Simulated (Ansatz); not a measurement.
Reaction (ligand exchange at the Si–C bond): `[SiH3]C[SeH]` + `[NH2][SbH2]` → `[SiH3][NH][SbH2]` + `C[SeH]`

Isolated molecules relaxed with PBE0-D4/def2-TZVP in Ansatz; ΔE leaves out vibrations. CBS: MP2 limit from def2 TZ/QZ plus the TZ coupled-cluster correction, frozen cores. def2 core potentials past Kr. For Sb, Se outer-core shells are correlated without core-valence functions, which leaves a few kJ/mol of doubt a bond. Scalar relativity is left out up to krypton. One conformer a species, not always the lowest.

```tsv
species	CCSD(T)/def2-TZVPP energy (Eh)
`[SiH3]C[SeH]`	-2730.80613
`[NH2][SbH2]`	-296.65389
`[SiH3][NH][SbH2]`	-586.93012
`C[SeH]`	-2440.55254
```

(1) Work out ΔE.

Largest T1 diagnostic among the species: 0.013.

## Answers

(1) ΔE = (-586.93012) + (-2440.55254) − (-2730.80613) − (-296.65389) = -0.02264 Eh = -0.62 eV. CCSD(T)/CBS gives -0.61 eV.

From PBE to PBE0 (25 % exact exchange), in def2-TZVPP and without D4, ΔE moves by −0.04 eV. In def2-TZVPP, CCSD(T) changes the Hartree–Fock value by +0.13 eV (the triples alone add +0.02 eV) and MP2 by +0.11 eV. Leaving LDA and LC-ωPBE aside and taking each functional with its dispersion term where it has one, the values, not all of them listed here, spread over 0.17 eV, from BHLYP-D4 to PBE-D4.
